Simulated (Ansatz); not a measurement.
Input for Ansatz (an electronic-structure program): U-BHLYP/def2-TZVPP on C4H6 (SMILES [CH2]C([CH2])=C), 2S+1 = 1, a spin state set in the input, which need not be the lowest.

Ansatz 0.2 input:
```yaml
crystal:
  periodic: [false, false, false]
  atoms:
    - {symbol: C, position_ang: [-0.65140640, 1.23964632, -0.04745599]}
    - {symbol: C, position_ang: [-0.02320319, 0.00104721, -0.00027999]}
    - {symbol: C, position_ang: [1.43071318, -0.06457138, 0.01726424]}
    - {symbol: C, position_ang: [-0.76136445, -1.17588472, 0.03040826]}
    - {symbol: H, position_ang: [-1.72969080, 1.31479658, -0.06133402]}
    - {symbol: H, position_ang: [-0.08230968, 2.15819027, -0.07148103]}
    - {symbol: H, position_ang: [1.93963346, -1.01659731, 0.05380122]}
    - {symbol: H, position_ang: [2.02404378, 0.83770743, -0.00597200]}
    - {symbol: H, position_ang: [-1.84205515, -1.15359546, 0.01823420]}
    - {symbol: H, position_ang: [-0.27805646, -2.14192612, 0.06713253]}
basis:
  gaussian:
    orbitals: def2-TZVPP
hamiltonian:
  xc: {name: BHLYP}
magnetization: {spin_polarized: true, initial_magnetization: 0}
```

The head of its log:

```
WARN ansatz: RAYON_NUM_THREADS=1 ignored (pool sized by the plan → 1); use --threads N
Functional definition: BHLYP
integrals: 0.10 GiB planned
1238 factors; their error is unknown
mean field: 1.24 GiB planned
mean field evaluation 1: about -4232.0741 eV, gradient 3.7e1 eV
mean field evaluation 2: about -4221.8891 eV, gradient 5.6e1 eV
```

Problem. Give the final energy of this run.

Solution. -155.8680 hartree. Its determinant has ⟨S²⟩ = 1.03, a mixture of spin states.
